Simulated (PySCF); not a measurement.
I$_{3}$Pb (SMILES [I][Pb-]([I])[I]), charge -1, singlet, geometry from GFN2-xTB (such geometries of metal compounds can be far from the true shape) (core potentials on I, Pb). Base run: DF-PBE/def2-SVP in PySCF.

Input for PySCF:
```python
from pyscf import gto, scf, dft

mol = gto.M(
    atom='''
Pb   -0.00801113   -0.00941235    0.81054775
I     0.42898299   -2.52528977   -0.44320013
I     1.98287322    1.63760001   -0.37950125
I    -2.39946163    0.90225226   -0.43135362
''',
    basis='def2-svp',
    ecp={'I': 'def2-svp', 'Pb': 'def2-svp'},
    charge=-1,
    verbose=4,
)

mf = dft.RKS(mol)
mf.xc = 'pbe'
mf = mf.density_fit(auxbasis='def2-universal-jkfit')
mf.kernel()
```

Variants of this job, named by their change:

```json
[
 {"change": "base", "E (Eh)": "-1086.23384", "HOMO (eV)": "-1.61", "HOMO-LUMO gap (eV)": "3.32", "core-seconds (rough)": "30", "outcome": "converged"},
 {"change": "functional = pbe0", "E (Eh)": "-1086.28595", "HOMO (eV)": "-2.57", "HOMO-LUMO gap (eV)": "4.83", "core-seconds (rough)": "10", "outcome": "converged"},
 {"change": "functional = tpssh", "E (Eh)": "-1085.91316", "HOMO (eV)": "-2.09", "HOMO-LUMO gap (eV)": "4.05", "core-seconds (rough)": "20", "outcome": "converged"},
 {"change": "functional = pbe0; dispersion = d3zero", "E (Eh)": "-1086.28919", "HOMO (eV)": "-2.57", "HOMO-LUMO gap (eV)": "4.83", "core-seconds (rough)": "10", "outcome": "converged"},
 {"change": "functional = blyp; dispersion = d3bj", "E (Eh)": "?", "HOMO (eV)": "?", "HOMO-LUMO gap (eV)": "?", "core-seconds (rough)": "30", "outcome": "converged"},
 {"change": "functional = hf", "E (Eh)": "-1082.04661", "HOMO (eV)": "-4.43", "HOMO-LUMO gap (eV)": "9.35", "core-seconds (rough)": "3", "outcome": "converged"},
 {"change": "functional = m06", "E (Eh)": "-1086.45437", "HOMO (eV)": "-2.40", "HOMO-LUMO gap (eV)": "4.71", "core-seconds (rough)": "20", "outcome": "converged"},
 {"change": "functional = lda,vwn", "E (Eh)": "?", "HOMO (eV)": "?", "HOMO-LUMO gap (eV)": "?", "core-seconds (rough)": "20", "outcome": "converged"},
 {"change": "functional = hse06", "E (Eh)": "-1086.28125", "HOMO (eV)": "-2.18", "HOMO-LUMO gap (eV)": "4.08", "core-seconds (rough)": "30", "outcome": "converged"},
 {"change": "functional = wb97m_v", "E (Eh)": "-", "HOMO (eV)": "-", "HOMO-LUMO gap (eV)": "-", "core-seconds (rough)": "-", "outcome": "cut at the time limit"},
 {"change": "functional = r2scan", "E (Eh)": "?", "HOMO (eV)": "?", "HOMO-LUMO gap (eV)": "?", "core-seconds (rough)": "30", "outcome": "converged"},
 {"change": "functional = m06l", "E (Eh)": "-1086.86146", "HOMO (eV)": "-1.60", "HOMO-LUMO gap (eV)": "3.63", "core-seconds (rough)": "30", "outcome": "converged"},
 {"change": "functional = pw91,pw91", "E (Eh)": "-1086.64169", "HOMO (eV)": "-1.65", "HOMO-LUMO gap (eV)": "3.32", "core-seconds (rough)": "20", "outcome": "converged"}
]
```

Q: Fill in the missing entries.

A: 
- functional = blyp; dispersion = d3bj, E (Eh): -1086.05753
- functional = blyp; dispersion = d3bj, HOMO (eV): -1.37
- functional = blyp; dispersion = d3bj, HOMO-LUMO gap (eV): 3.26
- functional = lda,vwn, E (Eh): -1084.77120
- functional = lda,vwn, HOMO (eV): -1.79
- functional = lda,vwn, HOMO-LUMO gap (eV): 3.27
- functional = r2scan, E (Eh): -1086.68673
- functional = r2scan, HOMO (eV): -1.92
- functional = r2scan, HOMO-LUMO gap (eV): 3.70

Totals shift with the method and basis; they matter in differences.
